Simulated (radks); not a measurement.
Species: Hf. Configuration: [Xe] 4f12 5d2 6s2 6p2 (not the ground configuration).

Method: Dirac Kohn-Sham, PBEsol, spin-unpolarised, spherical densities, finite nucleus; open shells fill j = l - 1/2 first; Fermi nuclear charge, rms radius 5.347 fm; computed with a radial shooting solver on a logarithmic mesh with Libxc functionals.

Energy parts (eV):
part                       energy
total                  -410599.62
kinetic                 459120.26
electron-nucleus      -1020981.24
Hartree                 159525.16
exchange-correlation     -8263.80

Orbitals (lengths in bohr, moments of r in powers of bohr; r(90%) holds 90 % of the orbital's charge):
| orbital | occ. | eigenvalue (eV) | <r^2> | r(90%) | <r> | small-component weight |
|---|---|---|---|---|---|---|
| 1s1/2 | 2 | -65177.61 | 0.0004955 | 0.0345 | 0.01900 | 7.33e-02 |
| 2s1/2 | 2 | -11161.98 | 0.007589 | 0.125 | 0.07980 | 1.65e-02 |
| 2p1/2 | 2 | -10664.46 | 0.005435 | 0.110 | 0.06614 | 1.66e-02 |
| 2p3/2 | 4 | -9473.575 | 0.006642 | 0.120 | 0.07387 | 1.51e-02 |
| 3s1/2 | 2 | -2565.132 | 0.04973 | 0.306 | 0.2083 | 5.40e-03 |
| 3p1/2 | 2 | -2343.974 | 0.04575 | 0.298 | 0.1982 | 5.35e-03 |
| 3p3/2 | 4 | -2088.875 | 0.05241 | 0.318 | 0.2125 | 4.91e-03 |
| 3d3/2 | 4 | -1713.307 | 0.04083 | 0.290 | 0.1864 | 4.80e-03 |
| 3d5/2 | 6 | -1657.677 | 0.04267 | 0.296 | 0.1908 | 4.67e-03 |
| 4s1/2 | 2 | -537.3220 | 0.2464 | 0.671 | 0.4670 | 1.78e-03 |
| 4p1/2 | 2 | -446.5542 | 0.2548 | 0.688 | 0.4730 | 1.69e-03 |
| 4p3/2 | 4 | -387.5374 | 0.2905 | 0.735 | 0.5053 | 1.52e-03 |
| 4d3/2 | 4 | -237.9396 | 0.3186 | 0.786 | 0.5242 | 1.34e-03 |
| 4d5/2 | 6 | -227.0377 | 0.3320 | 0.802 | 0.5353 | 1.29e-03 |
| 5s1/2 | 2 | -82.0077 | 1.352 | 1.57 | 1.098 | 4.07e-04 |
| 5p1/2 | 2 | -54.8386 | 1.637 | 1.75 | 1.203 | 3.38e-04 |
| 5p3/2 | 4 | -45.8427 | 1.904 | 1.89 | 1.297 | 2.94e-04 |
| 4f5/2 | 6 | -41.3072 | 0.4861 | 1.03 | 0.6241 | 9.08e-04 |
| 4f7/2 | 6 | -39.3940 | 0.5004 | 1.05 | 0.6329 | 8.90e-04 |
| 5d3/2 | 2 | -10.3707 | 3.958 | 2.84 | 1.832 | 1.50e-04 |
| 5d5/2 | 0 | -9.5271 | 4.217 | 2.93 | 1.890 | 1.42e-04 |
| 6s1/2 | 2 | -8.3147 | 9.928 | 4.33 | 2.963 | 5.93e-05 |
| 6p1/2 | 2 | -3.5272 | 16.30 | 5.63 | 3.769 | 3.57e-05 |
| 6p3/2 | 0 | -2.7889 | 19.58 | 6.19 | 4.127 | 2.98e-05 |

The highest occupied level is 6p1/2 at -3.527 eV. The configuration is held as typed, so some empty levels lie below it. Summed over all electrons, <r^2> = 86.19 bohr^2, which gives a Langevin (diamagnetic) susceptibility term of -68.3 x 10^-6 cm^3/mol.
